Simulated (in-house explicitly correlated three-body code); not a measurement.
Computed with an exponentially correlated three-body code. Model: two electrons around a point charge, non-relativistic, variational in 260 exponentially correlated functions (energies converged to about 1e-7 hartree, or 1e-8 relative for large Z).

Command:
```bash
python run_hyl.py task.json out
```
Settings (lengths in bohr, energies in hartree):
```
Z                      6
screening              0.21
interaction_strength   1
functions              260
states_tried           13
```

Time taken, with all properties: 2.6 min on 1 thread of Arm Neoverse N1 (shared host).

**Those bound S and P states to n = 4 that converged, binding against the one-electron ion.**

Given: nuclear charge 6; Yukawa screening of all interactions 0.21 1/bohr.

Computed: one-electron threshold -16.7723381 hartree.

| term | energy (hartree) | binding (eV) |
| --- | --- | --- |
| 1 1S | -30.1567205 | 364.21 |
| 2 3S | ? | ? |
| 2 1S | -19.061811 | 62.3 |
| 2 3P | -19.0420697 | 61.763 |
| 2 1P | -18.9188605 | 58.41 |
| 3 3S | -17.4310008 | 17.923 |
| 3 1S | -17.3856515 | 16.689 |
| 3 3P | -17.3694166 | 16.247 |
| 3 1P | -17.33886 | 15.416 |
| 4 3S | -16.9253319 | 4.1632 |
| 4 1S | -16.9120474 | 3.8017 |
| 4 3P | ? | ? |
| 4 1P | -16.8920708 | 3.2581 |

Q: What belongs in the row 2 3S?

A: energy (hartree): -19.2545769; binding (eV): 67.545.

Q: What belongs in the row 4 3P?

A: energy (hartree): -16.9009343; binding (eV): 3.4993.

**Converged states only, values per electron or pair (inverse distances are <exp(-kr)/r>).**

```
term  mean r (bohr)  mean r squared (bohr²)  mean inverse r (1/bohr)  mean r12 (bohr)  mean inverse r12 (1/bohr)  mean cosine  mean p1 dot p2 (bohr⁻²)  delta r1 (bohr⁻³)  delta r12 (bohr⁻³)
1 1S        0.26713                0.096013                   5.4781          0.39583                     3.2335    -0.022032                  0.68265             61.333              6.1239
2 3S        0.68493                 0.77285                   3.4477           1.1596                    0.83183   -0.0069693                  0.04707              37.37                   -
2 1S        0.71695                 0.86005                   3.4255           1.2127                    0.96271   -0.0099323                 0.056235             37.087             0.95047
2 3P              ?                       ?                        ?                ?                          ?            ?                        ?                  ?                   -
2 1P        0.64066                 0.68106                   3.4111           1.0536                     1.0496     0.037198                   1.7753             34.394             0.22268
3 3S         1.4854                  4.2504                   3.0809           2.7362                    0.30581    -0.001992                 0.012017             35.085                   -
3 1S           1.54                  4.5976                   3.0747           2.8429                    0.33487   -0.0027815                 0.015113             35.027             0.24527
3 3P         1.4427                  4.0506                   3.0745           2.6537                    0.34029    -0.014669                 -0.40654             34.237                   -
3 1P         1.4839                  4.3035                   3.0697           2.7295                    0.35422    0.0082387                  0.41133             34.329            0.063584
4 3S         2.9109                  17.505                   2.9593           5.5789                    0.10897  -0.00061587                0.0036024             34.547                   -
4 1S         3.0154                   18.84                   2.9566            5.787                    0.11579  -0.00084941                0.0045639             34.529            0.073297
4 3P              ?                       ?                        ?                ?                          ?            ?                        ?                  ?                   -
4 1P         3.0212                  19.055                   2.9536           5.7983                    0.11849    0.0023042                  0.11665              34.32             0.01906
```

Q: What belongs in the row 2 3P?

A: mean r (bohr): 0.61609; mean r squared (bohr²): 0.62325; mean inverse r (1/bohr): 3.4279; mean r12 (bohr): 1.0365; mean inverse r12 (1/bohr): 0.99413; mean cosine: -0.066489; mean p1 dot p2 (bohr⁻²): -1.9164; delta r1 (bohr⁻³): 33.959.

Q: What belongs in the row 4 3P?

A: mean r (bohr): 2.9402; mean r squared (bohr²): 18.01; mean inverse r (1/bohr): 2.9557; mean r12 (bohr): 5.638; mean inverse r12 (1/bohr): 0.11574; mean cosine: -0.0041483; mean p1 dot p2 (bohr⁻²): -0.11366; delta r1 (bohr⁻³): 34.294.

**Electric-dipole lines between converged S and P states, rate of the upper state's decay.**

```tsv
s state	p state	p minus s (eV)	oscillator strength from s	rate (1/s)
1 1S	2 1P	305.8	0.62856	8.5016e+11
1 1S	3 1P	348.79	0.12178	2.1429e+11
1 1S	4 1P	360.95	0.033004	6.2193e+10
2 1S	2 1P	?	?	?
2 1S	3 1P	46.884	0.3076	9.7796e+09
2 1S	4 1P	59.042	0.061123	3.0818e+09
3 1S	2 1P	-41.721	-0.060996	4.6069e+09
3 1S	3 1P	1.2733	0.23575	5.528e+06
3 1S	4 1P	13.431	0.2485	6.4838e+08
4 1S	2 1P	-54.608	-0.010409	1.3468e+09
4 1S	3 1P	-11.614	-0.12679	7.4209e+08
4 1S	4 1P	?	?	?
2 3S	2 3P	5.7826	0.14533	7.029e+07
2 3S	3 3P	51.298	0.27676	1.0534e+10
2 3S	4 3P	64.046	0.056912	3.3766e+09
3 3S	2 3P	-43.839	-0.065992	5.5034e+09
3 3S	3 3P	1.6758	0.2903	1.1792e+07
3 3S	4 3P	14.424	0.22294	6.7086e+08
4 3S	2 3P	-57.599	-0.011015	1.5858e+09
4 3S	3 3P	-12.084	-0.14049	8.9018e+08
4 3S	4 3P	0.66389	0.50829	3.2404e+06
```

Q: What belongs in the row 2 1S 2 1P?

A: p minus s (eV): 3.8899; oscillator strength from s: 0.10749; rate (1/s): 2.3524e+07.

Q: What belongs in the row 4 1S 4 1P?

A: p minus s (eV): 0.54359; oscillator strength from s: 0.44414; rate (1/s): 1.8982e+06.

**Static dipole response.**

| state | polarisability (bohr³) |
| --- | --- |
| 1 1S | 0.0090225 |
| 2 3S | 3.3419 |
